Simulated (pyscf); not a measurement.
# H₃C–Si(CH₃)(CH₃)–Cl (SMILES C[Si](C)(C)Cl), singlet

Gas-phase minimum from PySCF at ωB97X-D3(BJ)/def2-SVP, one conformer. 

```
Si
C 1 1.8701
H 2 1.1013 1 110.84
H 2 1.1013 3 108.05 1 -121.61
H 2 1.1028 3 108.22 4 -116.96
C 1 1.8701 2 111.62 3 57.02
H 6 1.1013 1 110.84 2 -57.13
H 6 1.1013 7 108.05 1 121.61
H 6 1.1028 7 108.22 8 116.96
C 1 1.8701 2 111.59 3 -177.33
H 10 1.1013 1 110.84 2 57.18
H 10 1.1013 11 108.05 1 -121.63
H 10 1.1028 11 108.22 12 -116.96
Cl 1 2.0905 2 107.23 3 -60.15
```

Properties at ωB97X-D3(BJ)/def2-SVP:

```yaml
harmonic_wavenumbers_unscaled: 152, 170, 171, 175, 175, 220, 234, 234, 504, 653, 686, 705, 705, 775, 775, 873, 873, 873, 1286, 1286, 1291, 1430, 1437, 1437, 1443, 1443, 1454, 3065, 3065, 3067, 3165, 3165, 3167, 3176, 3177, 3177 cm⁻¹
zero_point_energy: 71.0 kcal/mol
rotational_symmetry_number: 3
Entropy of this conformer at 298 K and 1 atm, rigid rotor and harmonic oscillator, modes under 100 cm⁻¹ raised to 100: 360.9 J/(mol K)
dipole_moment: 2.24 D
```

Single-point totals, which compare only within one level:

| level | total energy (hartree) |
|---|---|
| ωB97X-D3(BJ)/def2-TZVP | -869.70888 |
| PBE/def2-TZVP | -869.07542 |
| r²SCAN/def2-TZVP | -869.46160 |
| B3LYP-D3(BJ)/def2-TZVP | -869.65881 |
| PBE0-D3(BJ)/def2-TZVP | -869.18074 |
| M06-2X/def2-TZVP | -869.49237 |
| ωB97M-D3(BJ)/def2-TZVP | -869.71941 |

Soft torsions are taken as harmonic, which can shift the entropy by several J/(mol K).
